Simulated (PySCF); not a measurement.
Species: C₃H₁₀NOSi₂ (doublet state).
Cartesian coordinates in Å at the GFN2-xTB level; atoms count from 1:
```xyz
17
C3H10NOSi2 angstrom
C     -2.8510    0.3532    0.0133
C     -1.4120    0.1628    0.2950
C     -0.7824   -0.9686    1.0475
Si     0.5080   -0.8740   -0.3673
N      2.1216   -0.3777   -0.0547
Si     2.6558    1.1231    0.6443
O     -0.4995    0.3952   -0.7504
H     -2.9947    1.2614   -0.5682
H     -3.4070    0.4282    0.9466
H     -3.2696   -0.4838   -0.5635
H     -0.4340   -0.6876    2.0410
H     -1.4164   -1.8494    1.1487
H      0.4848   -1.9339   -1.3677
H      2.8312   -1.0336   -0.3269
H      1.9279    1.3555    1.8927
H      4.0829    0.9110    0.8985
H      2.4474    2.2303   -0.2894
```

The hyperfine couplings belong to this conformer and change with its torsions.

As a line formula: `C[C]1C[Si@H](N[SiH3])O1` [radical].

Computed, not measured: UKS B3LYP, pcH-1 on C H N O Si, non-relativistic, mean-field spin-orbit, GIAO (PySCF 2.14.0). Geometry: GFN2-xTB, one conformer, isolated molecule. Couplings are sensitive to structure, and on GFN2-xTB geometries they can be far from those on DFT ones. The SCF solution wasn't tested for stability.

(1) What are g_iso and the isotropic 13C coupling of C2?

(2) Take this nucleus alone (I = 1/2, g_N = 1.4048) with S = 1/2. Where do its 2 lines fall at 3.314 GHz to first order, to second order and exactly?

(3) Someone takes the midpoint and the distance of the outer exact lines at face value. What g and a result?

## Answers

(1) g_iso = 2.00305 and a = +211.34 MHz, or +7.538 mT (Mulliken spin population +0.86). 13C makes up about 1.07 % of the natural element, so this concerns labelled samples or satellites.

(2) First order: B = B0 − a·mI with B0 = 118.208 mT. Second order subtracts a²[I(I+1) − mI²]/(2B0). The exact fields come from the Breit–Rabi levels of H = g μB B Sz − g_N μN B Iz + a S·I.

```tsv
mI	first order (mT)	second order (mT)	exact (mT)	exact − first order
−1/2	121.978	121.857	121.861	-0.116
+1/2	114.439	114.319	114.315	-0.124
```

(3) Their midpoint, 118.088 mT, gives an apparent g of 2.00509 (true 2.00305), and their distance over 2I an apparent |a| of 7.546 mT (true 7.538).

Other couplings of abundant isotopes, left aside here: 1 × 1H 79 MHz, 3 × 1H 57 MHz, 1 × 1H 50 MHz, 1 × 1H 20 MHz.

Means are taken over nuclei equivalent by connectivity, which assumes that they swap fast. The three 1H nuclei of mean +57.3 MHz run from 23.4 to 124.5 MHz in the frozen geometry.
